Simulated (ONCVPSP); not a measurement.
P (Z = 15): one change to an ONCV potential, before and after

```
Element                 : P
Generator               : ONCVPSP 4.0.1
Type                    : optimised norm-conserving Vanderbilt (ONCV)
Functional              : LDA (Perdew-Wang 92)
Relativity              : non-relativistic
Frozen core             : [Ne]
Valence charge          : 5
Reference configuration : 3s2 3p3
Partial waves           : 3s: rc 1.65 bohr, ncon 4, nbas 8, qcut 4.9 1/bohr, 2 projectors, debl 0.8 Ha; 3p: rc 1.85 bohr, ncon 4, nbas 8, qcut 4.6 1/bohr, 1 projector; d scattering state at 0.44 Ha: rc 1.65 bohr, ncon 5, nbas 9, qcut 5.8 1/bohr, 2 projectors, debl 2.6 Ha
Local potential         : polynomial inside 1.35 bohr (lpopt 5, dvloc0 0 Ha)
Core correction         : Teter function, fcfact 6, rcfact 1.65
```

Change: all radii but the core radius scaled by about 0.79 (s 1.30, p 1.46, d 1.30 bohr); local potential polynomial inside 1.06 bohr (lpopt 5, dvloc0 0 Ha).

Cutoffs: the cutoffs (Ha) at which the residual kinetic energy of the hardest occupied pseudo-wave falls to 1 and 0.1 mHa per electron; they do not see the model core or the augmentation charge, which bear on the density cutoff. Errors are all-electron minus pseudo energies relative to the spin-unpolarised reference configuration.

Problem. How do hardness, ghosts and transferability respond?

Solution. The potential gets harder (10 Ha and 17 Ha → 10 Ha and 87 Ha); a bound ghost appears in s, which as a rule spoils a file; the errors of the 4 common tests hardly move. A smaller radius makes the pseudo-wave follow the all-electron one further in, where it bends more sharply, so more plane waves are needed.

| quantity | base | changed |
| --- | --- | --- |
| cutoff, loose | 10 Ha | 10 Ha |
| cutoff, tight | 17 Ha | 87 Ha |
| loose cutoff by channel | s 10 Ha, p 4.5 Ha | s 10 Ha, p 4.5 Ha |
| bound ghosts | none | s |
| GHOST(+) flags under 300 eV | s at 130.3 eV | none |
| error for 3s2 3p2, meV [ΔE 9.83 eV] | -1.9 | -1.7 |
| error for 3s2 3p1, meV [ΔE 29.08 eV] | -22 | -21 |
| error for 3s2 3p0, meV [ΔE 58.98 eV] | -112 | -112 |
| error for 3s2 3p2.5, meV [ΔE 3.82 eV] | -0.2 | -0.2 |
| rms error of d²Exc/dni dnj with the model core, mHa | 2.90 | 2.90 |

Base: The cutoffs count occupied waves only; projector 2 of the d channel, the hardest unoccupied one, needs 40 Ha at the loose tolerance. Changed file: The cutoffs count occupied waves only; projector 1 of the d channel, the hardest unoccupied one, needs 73 Ha at the loose tolerance. A true bound ghost makes a file unfit for plane-wave use even where its test errors are small: the radial tests pick states by their node count and pass the ghost by.
